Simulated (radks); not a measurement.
Problem. Radial electron density D(r) = 4 pi r^2 rho(r) of an atom or ion with 11 electrons. All-electron calculation, non-relativistic Kohn-Sham, PBE, spin-polarised, spherical densities, point nucleus. Program: a radial shooting solver on a logarithmic mesh with Libxc functionals.

```
   r/bohr * D(r) (the largest magnitude, 20.7, reaches the edge; | marks zero)
 0.005566 |  *
 0.006963 |    *
 0.008781 |      *
  0.01099 |         *
  0.01385 |              *
  0.01733 |                    *
  0.02186 |                           *
  0.02735 |                                   *
  0.03449 |                                           *
  0.04315 |                                                  *
  0.05441 |                                                      *
  0.06862 |                                                     *
  0.08585 |                                                *
   0.1083 |                                         *
   0.1355 |                                     *
   0.1708 |                                       *
   0.2137 |                                              *
   0.2695 |                                                     *
   0.3372 |                                                    *
   0.4252 |                                        *
    0.532 |                        *
   0.6709 |           *
   0.8394 |     *
    1.059 |   *
    1.335 | *
     1.67 |*
    2.106 *
    2.635 *
    3.323 *
```

What is the nuclear charge?

Solution. Z = 18. The innermost maximum, from 1s, lies near 1/Z = 0.0556 bohr (found: 0.0589), and its height grows with Z. The density is that of the argon ion Ar7+ in [Ne] 3s1; the configuration itself is not fixed sharply by these data, and Z only to about a unit. D(r) has 2 maxima, at r = 0.0589, 0.294 bohr, and minima at 0.143 bohr, inside which lie 2.18 electrons.
